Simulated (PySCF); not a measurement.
C6H8F2.
Geometry (B3LYP/def2-SV(P), Å), atoms numbered from 1 in this order:
```
atom  x, y, z in Å
C1     2.0490   -0.9738    0.7399
C2     1.3752    0.1861    0.8262
C3     0.2033    0.6006    0.0450
C4    -0.2513    1.8554    0.2119
F5    -1.3195    2.3344   -0.4378
C6    -0.5363   -0.3461   -0.8827
C7    -1.3888   -1.3773   -0.1513
F8     0.3753   -1.0181   -1.6995
H9     2.9110   -1.1551    1.3919
H10    1.7823   -1.7558    0.0243
H11    1.7270    0.9334    1.5513
H12    0.1900    2.5988    0.8851
H13   -1.1761    0.2454   -1.5571
H14   -1.8378   -2.0712   -0.8834
H15   -2.2019   -0.8758    0.4018
H16   -0.7862   -1.9602    0.5651
```

Method: B3LYP/def2-SV(P) geometry optimisation, gas phase (PySCF 2.14.0).

Masses are those of the commonest isotopes; rigid-rotor values at the optimised geometry. The values belong to one conformer with, in the numbering `[CH2:1]=[CH:2]/[C:3](=[CH:4]/[F:5])[C@H:6]([CH3:7])[F:8]`, C1–C2–C3–C4 -174°, C2–C3–C6–C7 74°.

Give the principal moments of inertia and the rotational constants in MHz.

Ia = 207.45, Ib = 309.36, Ic = 422.49 u·Å²; 505379 MHz·u·Å²/I gives A = 2436, B = 1634, C = 1196 MHz.

Classify the top.

An asymmetric top: κ = (2 × 1634 − 2436 − 1196)/(2436 − 1196) = -0.29.

Is it planar, by Δ = Ic − Ia − Ib?

Not planar: Δ = Ic − Ia − Ib = -94.32 u·Å². For a rigid frame Δ = −2 Σ m c², so Σ m c² = 47.16 u·Å² lies off the ab plane: 8.25 from hydrogen and 38.91 from heavier atoms. The atom farthest from that plane is 1.94 Å away.

Give the other two planar moments, Paa and Pbb, and the rms extents of the mass along the axes.

Paa = Σ m a² = (Ib + Ic − Ia)/2 = 262.20 and Pbb = Σ m b² = (Ia + Ic − Ib)/2 = 160.29 u·Å². With the mass M = 118.06 u, the rms extents √(P/M) along a, b and c are 1.49, 1.17, 0.63 Å.

List the rotational levels J(Ka,Kc) to J = 4 (MHz).

Above 0(0,0):
J = 1: 1(0,1) 2830, 1(1,1) 3632, 1(1,0) 4070
J = 2: 2(0,2) 8353, 2(1,2) 8854, 2(1,1) 10167, 2(2,1) 12574, 2(2,0) 12710
J = 3: 3(0,3) 16368, 3(1,3) 16613, 3(1,2) 19209, 3(2,2) 21064, 3(2,1) 21675, 3(3,1) 26245, 3(3,0) 26273
J = 4: 4(0,4) 26749, 4(1,4) 26849, 4(1,3) 31039, 4(2,3) 32275, 4(2,2) 33819, 4(3,2) 37772, 4(3,1) 37956, 4(4,1) 44746, 4(4,0) 44751
The levels of one J sum to (2J + 1)J(J + 1)(A + B + C)/3.

Predict some low-J microwave lines.

The dipole components are |μa| = 0.48 D, |μb| = 0.87 D, |μc| = 1.35 D. The squared components, which scale the intensities, stand as 0.13 : 0.41 : 1.00 (a : b : c). Some of the stronger lines:

| type | branch | J(Ka,Kc) | MHz | lower level (cm⁻¹) |
| --- | --- | --- | --- | --- |
| a | Q | 1(1,0) ← 1(1,1) | 437 | 0.121 |
| c | Q | 2(1,2) ← 2(0,2) | 501 | 0.279 |
| c | Q | 1(1,1) ← 1(0,1) | 802 | 0.094 |
| b | Q | 1(1,0) ← 1(0,1) | 1240 | 0.094 |
| a | Q | 2(1,1) ← 2(1,2) | 1312 | 0.295 |
| b | Q | 2(1,1) ← 2(0,2) | 1813 | 0.279 |
| c | Q | 2(2,1) ← 2(1,1) | 2407 | 0.339 |
| b | Q | 2(2,0) ← 2(1,1) | 2543 | 0.339 |
| a | R | 1(0,1) ← 0(0,0) | 2830 | 0.000 |
| b | R | 1(1,1) ← 0(0,0) | 3632 | 0.000 |
| b | Q | 2(2,1) ← 2(1,2) | 3720 | 0.295 |
| c | R | 1(1,0) ← 0(0,0) | 4070 | 0.000 |
| b | R | 2(0,2) ← 1(1,1) | 4721 | 0.121 |
| a | R | 2(1,2) ← 1(1,1) | 5222 | 0.121 |
| a | R | 2(0,2) ← 1(0,1) | 5524 | 0.094 |
| b | R | 2(1,2) ← 1(0,1) | 6025 | 0.094 |
| a | R | 2(1,1) ← 1(1,0) | 6097 | 0.136 |
| c | R | 2(1,1) ← 1(0,1) | 7337 | 0.094 |
| b | R | 2(2,1) ← 1(1,0) | 8505 | 0.136 |
| c | R | 2(2,0) ← 1(1,0) | 8641 | 0.136 |
| c | R | 2(2,1) ← 1(1,1) | 8942 | 0.121 |
| b | R | 2(2,0) ← 1(1,1) | 9078 | 0.121 |

Estimate the classical rotational partition function at 10 K, 25 K and 100 K.

Point group C1, symmetry number σ = 1; q = (√π/σ)·√((kT/h)³/(ABC)), k/h = 20836.6 MHz/K: 2440 at 10 K, 9660 at 25 K, 77300 at 100 K.

Not checked by B3LYP/def2-SV(P) frequencies. Constants of a rigid frame at the computed geometry: no zero-point averaging, no centrifugal distortion. A rigid rotor knows nothing of internal rotation, which can split or shift real lines.
